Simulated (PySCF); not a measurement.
Worked example: oscillator strength and radiative lifetime

Sn(Cl)2(Me)(OMe) (C2H6Cl2OSn), SMILES C[O][Sn]([CH3])([Cl])[Cl].

Geometry: B3LYP-D3(BJ)/def2-SVP. The def2 effective core potentials stand for the cores of Sn; spin–orbit coupling is left out. One conformer was computed; it need not be the lowest.

TDDFT-PBE/def2-SVPD (PySCF) puts the first singlet state with f over 0.02 at 4.65 eV (vertical), with the transition dipole (-0.720, -0.248, 0.000) in atomic units.

Problem. Find the oscillator strength, the wavelength and the radiative lifetime that this transition would have in vacuum if emission retraced absorption.

Solution. 
|μ|² = 0.5799 au, so |μ| = 1.94 D. ΔE = 4.65/27.211 = 0.1709 hartree. f = (2/3) ΔE |μ|² = 0.066 (the program prints 0.066).
λ = 1239.84/4.65 = 267 nm; ν = 37505 cm⁻¹.
Einstein's coefficient A = 0.6670 ν² f s⁻¹ (ν in cm⁻¹) = 6.2e7 s⁻¹, so τ = 1/A = 16 ns. This state is S2; the lower singlet has f = 0.005. The figure is the radiative limit of this one transition; relaxation, internal conversion, crossing to triplets and a medium change what is measured.
